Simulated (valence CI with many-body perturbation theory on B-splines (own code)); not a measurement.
## Basis-set convergence for Pt XL

Computed by configuration interaction combined with many-body perturbation theory (CI+MBPT): three valence electrons over a frozen Dirac-Fock core [Kr], a basis of 7 s, 7 p, 8 d, 6 f, 4 g, 1 h functions for each j, with the one-electron correlation potential Σ1 (screened to all orders), the two-electron term Σ2, the three-electron term Σ3, Breit, model QED; selected single and double excitations, second order for the rest, scaled by the run's own slope (own B-spline code, finite nucleus).

The last digits are not significant, and no measured levels were compared; by estimate large intervals hold to a few tenths of a per cent, small ones and those within an open d or f shell to about a per cent. Only levels of the ground parity were solved; by the run's estimate the other parity begins above the list, which can be wrong where configurations are misplaced.

The reference run has the lowest level (4d3/2^3) J=3/2 and an ionisation energy of 1822.41 eV. Its largest variational space holds 4940 state functions.

Levels are named by their leading jj configuration (3d3/2^4 stands for four electrons in 3d with j = 3/2), which in mixed levels can hold well under half, so a name can repeat and another be missing. Letters in brackets count levels of one name in rising energy.

Changed runs:
A. basis 6 s, 6 p, 5 d, 5 f, 1 g
B. basis 5 s, 5 p, 4 d, 4 f

Excitation energies of the reference run in cm⁻¹, and shifts in cm⁻¹:

```
                    Level  Reference       A      B
(4d3/2^2 4d5/2) J=5/2 [a]     168464    -161   -482
    (4d3/2^2 4d5/2) J=3/2     188704    -111    -62
    (4d3/2^2 4d5/2) J=7/2     202956     -30    +84
    (4d3/2^2 4d5/2) J=9/2     204965     +11   +272
    (4d3/2^2 4d5/2) J=1/2     206504     -68   +190
(4d3/2^2 4d5/2) J=5/2 [b]     279466     +63   +662
(4d3/2 4d5/2^2) J=7/2 [a]     368060    -129   -310
    (4d3/2 4d5/2^2) J=9/2     383976    -111   -129
(4d3/2 4d5/2^2) J=3/2 [a]     398440     -56   -6.6
    (4d3/2 4d5/2^2) J=1/2     408346     -20   +380
(4d3/2 4d5/2^2) J=5/2 [a]     413520     -51   +244
   (4d3/2 4d5/2^2) J=11/2     416746     +13   +492
   Ionisation energy (eV)    1822.41  -0.044  -0.11
```
